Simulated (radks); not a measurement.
Values are calculated unless marked as measured or tabulated.
Q: Ni14+, 14 electrons, occupied as [Ne] 3s2 3p2. Code: a radial shooting solver on a logarithmic mesh with Libxc functionals. Model: Dirac Kohn-Sham, PBE, spin-unpolarised, spherical densities, point nucleus; open shells fill j = l - 1/2 first.

Spin-orbit splittings of the eigenvalues, e(l+1/2) - e(l-1/2), with zeta = 2 splitting/(2l+1) and mean radii in bohr:

shell  occ.  splitting (eV)  zeta (eV)  <r> j=l-1/2  <r> j=l+1/2
2p        6           17.79      11.86       0.2108       0.2139
3p        2           3.544      2.362       0.6242       0.6293
3d        0               ?          ?       0.5812       0.5826

Estimate the 3d splitting.

A: 0.6427 eV (zeta = 0.2571 eV).
